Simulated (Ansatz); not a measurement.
Relaxation of AlClF2H4Si (9 atoms, charge 0, multiplicity 1), to a largest force component of 0.03 eV/Å in at most 50 steps.

All numbers below come from RKS PBE/def2-SVP (Ansatz).

```xyz
9
Properties=species:S:1:pos:R:3:forces:R:3
Al 0.033 -0.480 -0.398 -0.01 0.85 -0.10
Cl 0.172 0.199 2.950 -0.19 -0.84 -0.38
F 1.411 0.274 -0.976 -0.01 0.01 0.00
F -1.437 0.259 -0.710 0.00 0.00 0.00
Si 0.133 -2.612 0.585 0.03 -0.89 0.26
H -0.611 -3.661 -0.202 0.02 0.00 0.01
H 1.547 -3.081 0.801 -0.02 0.01 0.02
H -0.533 -2.587 1.952 0.00 0.00 -0.03
H -0.150 -1.092 2.753 0.18 0.85 0.22
```

**Question.** Where does it end, and by what steps?

**Answer.** It converged. The force dipped under the threshold on the way, but the program's further checks kept it going. After 41 steps the energy has fallen by 0.408 eV; H9 moved furthest, 1.95 Å. Joined: Al1–Cl2 (3.42 → 2.58 Å).

```tsv
step	energy less start (eV)	largest force component (eV/Å)	accepted
0	0.0000	0.887	yes
2	-0.1567	1.071	yes
4	-0.2316	0.273	yes
6	-0.2394	0.119	yes
8	-0.2443	0.094	yes
10	-0.2418	0.163	no
12	-0.2475	0.040	yes
14	-0.2503	0.110	yes
16	-0.2512	0.319	no
18	-0.2552	0.182	yes
20	-0.2497	0.390	no
22	-0.2629	0.159	yes
24	-0.2663	0.081	yes
26	-0.2723	0.251	yes
28	-0.2813	0.138	yes
30	-0.2988	0.409	yes
32	-0.3285	0.529	yes
34	-0.3800	0.399	yes
36	-0.3999	0.249	yes
38	-0.4069	0.154	yes
40	-0.4079	0.024	no
41	-0.4082	0.014	yes
```

```xyz
9
Properties=species:S:1:pos:R:3
Al 0.081 -0.609 0.239
Cl 0.577 0.368 2.571
F 1.094 0.259 -0.781
F -1.386 0.242 0.608
Si 0.184 -3.024 0.481
H -0.237 -3.729 -0.782
H 1.590 -3.455 0.810
H -0.718 -3.483 1.597
H -0.622 0.651 2.015
```

Whether the end is a true minimum wasn't checked by a vibrational analysis.

The run took 46 s on 2 threads of Intel(R) Xeon(R) 6975P-C (Granite Rapids) (shared host), peak memory 0.16 GiB.
